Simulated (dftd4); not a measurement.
HS, doublet, at a GFN2-xTB geometry; D4 for r2scan (dftd4).

The dftd4 input:
```
$ dftd4 mol.xyz --func r2scan --charge 0 --json dftd4.json --noedisp --property

# file mol.xyz
2

S     -0.00000000    -0.00000000    -0.07826331
H      0.00000000     0.00000000     1.25221295
```

It wrote (shortened):

```
                    ____  _____ _____     ____  _  _
      -------------|  _ \|  ___|_   _|---|  _ \| || |------------
     |             | | | | |_    | | ___ | | | | || |_           |
     |             | |_| |  _|   | ||___|| |_| |__   _|          |
     |             |____/|_|     |_|     |____/   |_|            |
     |             ===================================           |
     |            E. Caldeweyher, S. Ehlert & S. Grimme          |
     |          Mulliken Center for Theoretical Chemistry        |
     |                    University of Bonn                     |
      -----------------------------------------------------------

Rational (Becke-Johnson) damping: r2scan-D4-ATM
---------------------
  s6         1.0000
  s8         0.6019
  s9         1.0000
  a1         0.5156
  a2         5.7734
 alp        16.0000
--------------------

Atomic data, radii in Ångström:
------------------------------------------------------
   Z          R(cov)      r4/r2   hardness         EN
------------------------------------------------------
  16 S        1.3600     2.1385     0.3892     2.5800
   1 H        0.4267     1.0622     0.4726     2.2000
------------------------------------------------------

Atomic reference systems (in atomic units):
----------------------------------------------------------------------------
   Z        #      CN     q+Z       C6(AA)   #      CN     q+Z       C6(AA)
----------------------------------------------------------------------------
  16 S      1  0.0000 16.0000     134.5983   2  0.9220 15.8373     145.7512
            3  1.8445 15.7622     148.5324
   1 H      1  0.0000  1.0000       7.6362   2  0.8942  1.0000       3.0374
----------------------------------------------------------------------------

Atomic properties (in atomic units):
----------------------------------------------------------------------------
     #    Z              CN          q      C6(AA)        C8(AA)   alpha(0)
----------------------------------------------------------------------------
     1   16 S        0.9229    -0.1634    145.7541     7140.6676    20.4236
     2    1 H        0.9229     0.1634      1.3045       15.7696     1.7862
----------------------------------------------------------------------------

Molecular properties (in atomic units):
----------------------------------------
 molecular C6                 174.5818
 molecular C8                7826.2302
----------------------------------------

Dispersion energy:      -5.0353774755081E-05 Eh

[Info] JSON dump of results written to 'dftd4.json'
```
